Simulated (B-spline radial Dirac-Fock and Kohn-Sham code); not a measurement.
Photoemission from Tc⁶⁺ at Cu Kα (8047.8 eV), detector at θ = 45°, φ = 0°

System: Tc⁶⁺, configuration [Kr] 4d1. The computed values come from an atomic code on a B-spline grid: Dirac-Hartree-Slater photoionisation with a Latter tail; cross sections with all multipoles, angular parameters from the dipole term and its interference with E2. Thresholds are orbital energies of the model. For linearly polarised light dσ/dΩ = σ/(4π) [1 + β P₂(cos θ) + (δ + γ cos²θ) sin θ cos φ], with θ from the polarisation vector and φ the angle between the beam and the projection of the electron momentum on the plane normal to the polarisation. The dipole factor is 1 + βP₂ and the non-dipole term is the rest of the bracket. Open shells are filled statistically over j.

Input of the calculation (task.json; shells as n, l, electrons):

```json
{"items": [{
  "Z": 43,
  "q": 6,
  "cfg": [[1, 0, 2], [2, 0, 2], [2, 1, 6], [3, 0, 2], [3, 1, 6], [3, 2, 10], [4, 0, 2], [4, 1, 6], [4, 2, 1]],
  "A": 97,
  "rrms": 4.4112,
  "do": "xps",
  "hv": [53.9, 57.8, 70.1, 80, 94.6, 99.1, 113.0, 200, 257.0, 300, 417.0, 450.0, 600, 662.0, 800, 947.0, 1320.0, 1450.0, 1540.0, 1560.0, 1740.0, 2984.4, 7210.0, 8047.8, 8980.0, 9610.0, 10800.0, 11200.0, 11500.0, 12000]
}]}
```

Launch: `python xray2_run.py task.json out`

| subshell | threshold (eV) | σ (kb) | β | γ | δ | dipole factor | non-dipole term | dσ/dΩ (kb/sr) |
| --- | --- | --- | --- | --- | --- | --- | --- | --- |
| 2s | 3118.2 | 7.24 | 2.00 | 0.21 | 0.000 | 1.499 | +0.076 | 0.907 |
| 2p1/2 | 2893.7 | 5.33 | 1.33 | 1.16 | 0.081 | 1.332 | +0.466 | 0.763 |
| 2p3/2 | 2773.1 | 9.35 | 1.36 | 1.22 | 0.080 | 1.341 | +0.487 | 1.36 |
| 3s | 627.5 | 1.34 | 2.00 | 0.49 | 0.000 | 1.499 | +0.172 | 0.179 |
| 3p1/2 | 539.3 | 0.798 | 1.26 | 1.26 | 0.076 | 1.314 | +0.499 | 0.115 |
| 3p3/2 | 518.8 | 1.41 | 1.29 | 1.31 | 0.075 | 1.322 | +0.515 | 0.206 |
| 3d3/2 | 361.1 | 0.170 | 0.68 | 1.35 | 0.309 | 1.171 | +0.694 | 0.0253 |
| 3d5/2 | 357.1 | 0.238 | 0.66 | 1.33 | 0.319 | 1.165 | +0.695 | 0.0352 |
| 4s | 163.2 | 0.259 | 2.00 | 0.54 | 0.000 | 1.499 | +0.190 | 0.0349 |
| 4p1/2 | 135.6 | 0.136 | 1.24 | 1.27 | 0.076 | 1.311 | +0.503 | 0.0197 |
| 4p3/2 | 132.0 | 0.242 | 1.27 | 1.31 | 0.075 | 1.319 | +0.518 | 0.0354 |
| 4d3/2 | 88.26 | 0.00241 | 0.67 | 1.33 | 0.308 | 1.167 | +0.690 | 0.000356 |
| 4d5/2 | 87.74 | 0.00338 | 0.64 | 1.32 | 0.318 | 1.161 | +0.691 | 0.000497 |
